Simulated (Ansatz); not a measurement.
`CC[SiH2]Br` + HBr → `BrC[SiH2]Br` + CH₄  (substitution at a C–C bond)

Program: Ansatz. Geometries: PBE0-D4/def2-TZVP. ΔE: electronic, gas phase. CCSD(T)/CBS is the MP2 limit (def2-TZVPP, def2-QZVPP) plus CCSD(T) − MP2 in def2-TZVPP, frozen cores. This one scheme is used for every species. DFT in def2-TZVPP. For Br outer-core shells are correlated without core-valence functions, which leaves a few kJ/mol of doubt a bond. Scalar relativity is left out up to krypton. One conformer a species, not always the lowest.

| species | B2PLYP energy (Eh) |
| --- | --- |
| `CC[SiH2]Br` | -2943.58133 |
| HBr | -2574.37376 |
| `BrC[SiH2]Br` | -5477.46749 |
| CH₄ | -40.48716 |

(1) Work out ΔE.

Largest T1 diagnostic among the species: 0.008.

## Answers

(1) ΔE = (-5477.46749) + (-40.48716) − (-2943.58133) − (-2574.37376) = 0.00044 Eh = +0.01 eV. CCSD(T)/CBS gives +0.03 eV.

From PBE to PBE0 (25 % exact exchange), in def2-TZVPP and without D4, ΔE moves by +0.04 eV.
